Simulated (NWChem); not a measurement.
System: C2H7BClN; SMILES B(Cl)(C)NC

```xyz
12

B      0.2221     0.1017     0.0000
Cl    -0.4045     1.7818     0.0000
C      1.7753    -0.1572     0.0000
H      2.0803    -0.7369     0.8875
H      2.3509     0.7778    -0.0053
H      2.0787    -0.7458    -0.8822
N     -0.7409    -0.9080     0.0001
C     -0.5219    -2.3314     0.0000
H     -1.7156    -0.6276    -0.0004
H      0.5544    -2.5481     0.0024
H     -0.9565    -2.8151    -0.8918
H     -0.9606    -2.8157     0.8894
```
Atoms are numbered in this order, from 1.

Structure relaxed at the PBE0/def2-SVP level. No frequency run checked for a minimum.

Q: List the 6 lowest vertical singlet excitations from Hartree-Fock/6-31+G* (spherical d), TDHF (NWChem).

A: 
```json
[
 {"state": "S1", "energy (eV)": "7.57", "oscillator strength": "0.000", "leading excitation (squared amplitude)": "HOMO → LUMO (0.43)"},
 {"state": "S2", "energy (eV)": "8.65", "oscillator strength": "0.014", "leading excitation (squared amplitude)": "HOMO → LUMO (0.40)"},
 {"state": "S3", "energy (eV)": "8.68", "oscillator strength": "0.203", "leading excitation (squared amplitude)": "HOMO → LUMO+3 (0.56)"},
 {"state": "S4", "energy (eV)": "8.83", "oscillator strength": "0.001", "leading excitation (squared amplitude)": "HOMO → LUMO+2 (0.59)"},
 {"state": "S5", "energy (eV)": "8.98", "oscillator strength": "0.097", "leading excitation (squared amplitude)": "HOMO−1 → LUMO (0.43)"},
 {"state": "S6", "energy (eV)": "9.19", "oscillator strength": "0.000", "leading excitation (squared amplitude)": "HOMO−1 → LUMO+11 (0.63)"}
]
```
